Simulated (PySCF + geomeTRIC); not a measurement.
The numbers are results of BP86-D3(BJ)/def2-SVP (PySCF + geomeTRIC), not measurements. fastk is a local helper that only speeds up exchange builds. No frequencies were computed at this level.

```python
import json, numpy as np
from pyscf import gto, dft
from fastk import lowrank_exchange
atoms = """
Ta    -0.003636    -0.082456    -0.074638
O      1.876528    -0.352761    -0.160574
H      2.374949    -1.159586    -0.017469
O     -0.251332    -1.837523     0.385615
H     -0.542925    -2.559684     0.939905
O      0.222082     1.666031    -0.493801
H      0.490125     2.424066    -1.009945
O     -0.852440     0.408752     1.558311
H     -1.018279     1.292811     1.890905
O     -1.011515    -0.340192    -1.666152
H     -1.420771    -1.143039    -1.994695
"""
def scf(charge, spin, dm0=None):
    mol = gto.M(atom=atoms, basis='def2-svp', ecp={'Ta': 'def2-svp'}, charge=charge, spin=spin, verbose=3, max_memory=10080)
    mf = dft.KS(mol, xc='bp86').density_fit(auxbasis="def2-universal-jkfit")
    mf.disp = 'd3bj'
    mf.grids.level = 3
    mf.conv_tol = 1e-8
    mf.max_cycle = 120
    mf.level_shift = 0.25
    mf.kernel(dm0)
    if not mf.converged:
        mf = mf.newton().run(mf.mo_coeff, mf.mo_occ).undo_soscf()
    return mf
mf = scf(0, 0)
from pyscf.geomopt.geometric_solver import kernel as optimize
path = []
done, mol = optimize(mf, maxsteps=120, assert_convergence=False, callback=lambda env: path.append((env["energy"], bool(env["g_scanner"].converged))))
res = dict(converged=bool(done and path[-1][1]), energy=path[-1][0], path=[e for e, c in path], xyz=mol.atom_coords(unit="Angstrom").tolist(), nao=mol.nao)
json.dump(res, open("result.json", "w"))
```

Output:

```
converged SCF energy = -436.224678970003
Geometry optimization cycle 1
converged SCF energy = -436.224678965657
cycle 1: E = -436.224678966  dE = -436.225  norm(grad) = 0.110763
Geometry optimization cycle 2
converged SCF energy = -436.240063248486
cycle 2: E = -436.240063248  dE = -0.0153843  norm(grad) = 0.0407479
Geometry optimization cycle 3
converged SCF energy = -436.243265952622
cycle 3: E = -436.243265953  dE = -0.0032027  norm(grad) = 0.0137499
Geometry optimization cycle 4
converged SCF energy = -436.243984923672
cycle 4: E = -436.243984924  dE = -0.000718971  norm(grad) = 0.0109271
Geometry optimization cycle 5
converged SCF energy = -436.244429774134
cycle 5: E = -436.244429774  dE = -0.00044485  norm(grad) = 0.00911592
Geometry optimization cycle 6
converged SCF energy = -436.244747282449
cycle 6: E = -436.244747282  dE = -0.000317508  norm(grad) = 0.00238319
Geometry optimization cycle 7
converged SCF energy = -436.244777316737
cycle 7: E = -436.244777317  dE = -3.00343e-05  norm(grad) = 0.00188378
Geometry optimization cycle 8
converged SCF energy = -436.244832299704
cycle 8: E = -436.2448323  dE = -5.4983e-05  norm(grad) = 0.00319549
Geometry optimization cycle 9
converged SCF energy = -436.245012963176
cycle 9: E = -436.245012963  dE = -0.000180663  norm(grad) = 0.00753942
Geometry optimization cycle 10
converged SCF energy = -436.243658695655
cycle 10: E = -436.243658696  dE = 0.00135427  norm(grad) = 0.0504042
Geometry optimization cycle 11
converged SCF energy = -436.245242240468
cycle 11: E = -436.24524224  dE = -0.00158354  norm(grad) = 0.0117303
Geometry optimization cycle 12
converged SCF energy = -436.245295595535
cycle 12: E = -436.245295596  dE = -5.33551e-05  norm(grad) = 0.0062869
Geometry optimization cycle 13
converged SCF energy = -436.245510255986
cycle 13: E = -436.245510256  dE = -0.00021466  norm(grad) = 0.00465455
Geometry optimization cycle 14
converged SCF energy = -436.245780051772
cycle 14: E = -436.245780052  dE = -0.000269796  norm(grad) = 0.00328145
Geometry optimization cycle 15
converged SCF energy = -436.245922530125
cycle 15: E = -436.24592253  dE = -0.000142478  norm(grad) = 0.0056794
Geometry optimization cycle 16
converged SCF energy = -436.246004692257
cycle 16: E = -436.246004692  dE = -8.21621e-05  norm(grad) = 0.00422815
Geometry optimization cycle 17
converged SCF energy = -436.246088956141
cycle 17: E = -436.246088956  dE = -8.42639e-05  norm(grad) = 0.00257603
Geometry optimization cycle 18
converged SCF energy = -436.246120571395
cycle 18: E = -436.246120571  dE = -3.16153e-05  norm(grad) = 0.00244282
Geometry optimization cycle 19
converged SCF energy = -436.246137299716
cycle 19: E = -436.2461373  dE = -1.67283e-05  norm(grad) = 0.00122523
Geometry optimization cycle 20
converged SCF energy = -436.246141368303
cycle 20: E = -436.246141368  dE = -4.06859e-06  norm(grad) = 0.000582749
Geometry optimization cycle 21
converged SCF energy = -436.246143158133
cycle 21: E = -436.246143158  dE = -1.78983e-06  norm(grad) = 0.000524103
Geometry optimization cycle 22
converged SCF energy = -436.246144287162
cycle 22: E = -436.246144287  dE = -1.12903e-06  norm(grad) = 0.000607556
Geometry optimization cycle 23
converged SCF energy = -436.246144360852
cycle 23: E = -436.246144361  dE = -7.36897e-08  norm(grad) = 0.000524169
Geometry optimization cycle 24
converged SCF energy = -436.246144489946
cycle 24: E = -436.24614449  dE = -1.29094e-07  norm(grad) = 0.000367485
Geometry optimization cycle 25
converged SCF energy = -436.246144948277
cycle 25: E = -436.246144948  dE = -4.58331e-07  norm(grad) = 0.000292221
<class 'geometric.internal.Distance'> : 10
<class 'geometric.internal.Angle'> : 10
<class 'geometric.internal.LinearAngle'> : 2
<class 'geometric.internal.OutOfPlane'> : 4
<class 'geometric.internal.Dihedral'> : 19
<class 'geometric.internal.TranslationX'> : 1
<class 'geometric.internal.TranslationY'> : 1
<class 'geometric.internal.TranslationZ'> : 1
<class 'geometric.internal.RotationA'> : 1
<class 'geometric.internal.RotationB'> : 1
<class 'geometric.internal.RotationC'> : 1
Step    0 : Gradient = 3.340e-02/7.229e-02 (rms/max) Energy = -436.2246789657
Step    1 : Displace = 1.002e-01/1.650e-01 (rms/max) Trust = 1.000e-01 (=) Grad = 1.229e-02/2.474e-02 (rms/max) E (change) = -436.2400632485 (-1.538e-02) Quality = 0.476
Step    2 : Displace = 4.906e-02/7.302e-02 (rms/max) Trust = 1.000e-01 (=) Grad = 4.146e-03/7.915e-03 (rms/max) E (change) = -436.2432659526 (-3.203e-03) Quality = 1.226
Step    3 : Displace = 2.953e-02/5.026e-02 (rms/max) Trust = 1.414e-01 (+) Grad = 3.295e-03/5.504e-03 (rms/max) E (change) = -436.2439849237 (-7.190e-04) Quality = 0.955
Step    4 : Displace = 3.026e-02/5.029e-02 (rms/max) Trust = 2.000e-01 (+) Grad = 2.749e-03/5.574e-03 (rms/max) E (change) = -436.2444297741 (-4.449e-04) Quality = 1.252
Step    5 : Displace = 2.605e-02/4.533e-02 (rms/max) Trust = 2.828e-01 (+) Grad = 7.186e-04/1.542e-03 (rms/max) E (change) = -436.2447472824 (-3.175e-04) Quality = 1.123
Step    6 : Displace = 6.150e-03/1.094e-02 (rms/max) Trust = 3.000e-01 (+) Grad = 5.680e-04/1.306e-03 (rms/max) E (change) = -436.2447773167 (-3.003e-05) Quality = 1.445
Step    7 : Displace = 1.324e-02/2.721e-02 (rms/max) Trust = 3.000e-01 (=) Grad = 9.635e-04/1.865e-03 (rms/max) E (change) = -436.2448322997 (-5.498e-05) Quality = 1.607
Step    8 : Displace = 5.039e-02/1.082e-01 (rms/max) Trust = 3.000e-01 (=) Grad = 2.273e-03/4.304e-03 (rms/max) E (change) = -436.2450129632 (-1.807e-04) Quality = 1.487
Step    9 : Displace = 9.817e-02/2.165e-01 (rms/max) Trust = 3.000e-01 (=) Grad = 1.520e-02/3.499e-02 (rms/max) E (change) = -436.2436586957 (+1.354e-03) Quality = 0.003
Step   10 : Displace = 1.521e-02/4.196e-02 (rms/max) Trust = 4.908e-02 (-) Grad = 3.537e-03/6.064e-03 (rms/max) E (change) = -436.2452422405 (-1.584e-03) Quality = 1.036
Step   11 : Displace = 6.257e-02/1.287e-01 (rms/max) Trust = 6.942e-02 (+) Grad = 1.896e-03/4.173e-03 (rms/max) E (change) = -436.2452955955 (-5.336e-05) Quality = 0.234
Step   12 : Displace = 3.200e-02/6.983e-02 (rms/max) Trust = 3.128e-02 (-) Grad = 1.403e-03/2.682e-03 (rms/max) E (change) = -436.2455102560 (-2.147e-04) Quality = 1.460
Step   13 : Displace = 4.559e-02/9.888e-02 (rms/max) Trust = 4.424e-02 (+) Grad = 9.894e-04/1.498e-03 (rms/max) E (change) = -436.2457800518 (-2.698e-04) Quality = 0.968
Step   14 : Displace = 6.294e-02/1.335e-01 (rms/max) Trust = 6.257e-02 (+) Grad = 1.712e-03/3.969e-03 (rms/max) E (change) = -436.2459225301 (-1.425e-04) Quality = 0.804
Step   15 : Displace = 7.195e-03/1.280e-02 (rms/max) Trust = 8.849e-02 (+) Grad = 1.275e-03/2.942e-03 (rms/max) E (change) = -436.2460046923 (-8.216e-05) Quality = 1.490
Step   16 : Displace = 2.326e-02/5.121e-02 (rms/max) Trust = 1.251e-01 (+) Grad = 7.767e-04/1.604e-03 (rms/max) E (change) = -436.2460889561 (-8.426e-05) Quality = 1.223
Step   17 : Displace = 1.280e-02/2.809e-02 (rms/max) Trust = 1.770e-01 (+) Grad = 7.365e-04/1.860e-03 (rms/max) E (change) = -436.2461205714 (-3.162e-05) Quality = 1.252
Step   18 : Displace = 7.640e-03/1.645e-02 (rms/max) Trust = 2.503e-01 (+) Grad = 3.694e-04/9.489e-04 (rms/max) E (change) = -436.2461372997 (-1.673e-05) Quality = 1.168
Step   19 : Displace = 3.318e-03/6.332e-03 (rms/max) Trust = 3.000e-01 (+) Grad = 1.757e-04/4.103e-04 (rms/max) E (change) = -436.2461413683 (-4.069e-06) Quality = 1.176
Step   20 : Displace = 2.652e-03/5.146e-03 (rms/max) Trust = 3.000e-01 (=) Grad = 1.580e-04/3.362e-04 (rms/max) E (change) = -436.2461431581 (-1.790e-06) Quality = 1.031
Step   21 : Displace = 3.826e-03/7.496e-03 (rms/max) Trust = 3.000e-01 (=) Grad = 1.832e-04/4.355e-04 (rms/max) E (change) = -436.2461442872 (-1.129e-06) Quality = 0.552
Step   22 : Displace = 2.676e-03/4.602e-03 (rms/max) Trust = 3.000e-01 (=) Grad = 1.580e-04/4.104e-04 (rms/max) E (change) = -436.2461443609 (-7.369e-08) Quality = 0.051
Step   23 : Displace = 1.239e-03/2.290e-03 (rms/max) Trust = 1.338e-03 (-) Grad = 1.108e-04/2.617e-04 (rms/max) E (change) = -436.2461444899 (-1.291e-07) Quality = 0.092
Step   24 : Displace = 6.584e-04/1.096e-03 (rms/max) Trust = 6.197e-04 (-) Grad = 8.811e-05/1.804e-04 (rms/max) E (change) = -436.2461449483 (-4.583e-07) Quality = 0.422
Converged! =D
```

Cost: roughly 10 core-minutes.
